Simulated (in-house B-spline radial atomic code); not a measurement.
Mo⁹⁺. Computed with a B-spline radial atomic code. Model: all-electron spherical atom, spin shells full or empty, radial basis limit, no spin-orbit coupling: exact exchange with a local potential (Slater, KLI or optimised effective potential, whose far tail is KLI's), no correlation.

Exchange potential has not reached -1/r at the last radius.

The run also made RPA and GW results, which its time includes.

The Slater potential averages the orbital exchange potentials with the orbital densities as weights, KLI adds orbital constants, and the optimised effective potential minimises the exact-exchange energy among local potentials. So their energies lie above Hartree-Fock in the order OEP, KLI, Slater. All fall off as −1/r, unlike LDA and GGA exchange.

Command:
```bash
python run_gw.py task.json out
```
Settings (lengths in bohr, energies in hartree):
```
Z                      42
electrons              33
configuration          [Ar] 3d10 4s2 4p3
hamiltonian            nr
method                 kli
lmax                   9
spin_polarised         True
box_radius             7.11
intervals              69
```

Run time, properties included: 7.7 s on 1 thread of Arm Neoverse N1 (shared host).

Given: hamiltonian non-relativistic; mean-field start exchange-only KLI.

Computed: energy above Hartree-Fock 13.579 millihartree; virial ratio -E/T less 1 0.000344.

```csv
radius (bohr),r times exchange potential up (hartree bohr),r times exchange potential down (hartree bohr)
0.00119,-0.039639,-0.039456
0.00146,-0.048579,-0.048355
0.0018,-0.059799,-0.059523
0.00222,-0.073578,-0.073237
0.00273,-0.090166,-0.089745
0.00336,-0.11042,-0.1099
0.00413,-0.13472,-0.13409
0.00508,-0.16395,-0.16317
0.00625,-0.19866,-0.19769
0.00769,-0.23917,-0.23797
0.00946,-0.28538,-0.28389
0.0116,-0.33567,-0.33382
0.0143,-0.39025,-0.38794
0.0176,-0.4439,-0.44099
0.0217,-0.49217,-0.48845
0.0267,-0.5276,-0.52275
0.0328,-0.545,-0.53848
0.0404,-0.5461,-0.53688
0.0497,-0.55227,-0.53909
0.0611,-0.60336,-0.58604
0.0752,-0.71181,-0.69187
0.0925,-0.83851,-0.81741
0.114,-0.93788,-0.91659
0.14,?,?
0.172,-0.94293,-0.92192
0.212,-0.93912,-0.9066
0.261,-1.1008,-1.046
0.321,-1.3275,-1.2609
0.395,-1.463,-1.3986
0.486,-1.4327,-1.3835
0.598,-1.2445,-1.2115
0.736,-1.1101,-0.96293
0.905,?,?
1.11,-1.3992,-0.91257
1.37,-1.4164,-0.97443
1.69,-1.3395,-0.99575
2.07,-1.2413,-0.99979
```

**Question.** What belongs in the row 0.14?

**Answer.** r times exchange potential up (hartree bohr): -0.97323; r times exchange potential down (hartree bohr): -0.95265.

**Question.** What belongs in the row 0.905?

**Answer.** r times exchange potential up (hartree bohr): -1.2553; r times exchange potential down (hartree bohr): -0.84888.

| occupied | level (hartree) | Hartree-Fock level (hartree) |
| --- | --- | --- |
| 1s up | -716.34 | -727.27 |
| 1s down | -716.13 | -727.22 |
| 2s up | -104.99 | -108.86 |
| 2s down | -104.82 | -108.83 |
| 2p up | -97.227 | -100.47 |
| 2p down | ? | ? |
| 3s up | -23.04 | -24.443 |
| 3s down | -22.889 | -24.369 |
| 3p up | -20.047 | -21.149 |
| 3p down | -19.889 | -21.046 |
| 3d up | -14.566 | -15.138 |
| 3d down | -14.405 | -15.085 |
| 4s up | ? | ? |
| 4s down | -7.4792 | -7.483 |
| 4p up | -6.8697 | -6.8745 |

**Question.** What belongs in the row 2p down?

**Answer.** level (hartree): -97.038; Hartree-Fock level (hartree): -100.41.

**Question.** What belongs in the row 4s up?

**Answer.** level (hartree): -7.8229; Hartree-Fock level (hartree): -8.0672.

| empty | level (hartree) |
| --- | --- |
| 4p down | -6.531 |
| 4d up | -5.2781 |
| 4d down | ? |
| 5s up | -3.9422 |
| 5s down | -3.7965 |
| 4f up | -3.6721 |
| 5p up | -3.5634 |
| 5p down | ? |
| 4f down | -3.4083 |

**Question.** What belongs in the row 4d down?

**Answer.** level (hartree): -4.9639.

**Question.** What belongs in the row 5p down?

**Answer.** level (hartree): -3.4306.

The highest level, 4p up, differs from Hartree-Fock by +0.13 eV and the deepest, 1s up, by +298 eV: a local potential can match the highest level but can't give each shell its own exchange.
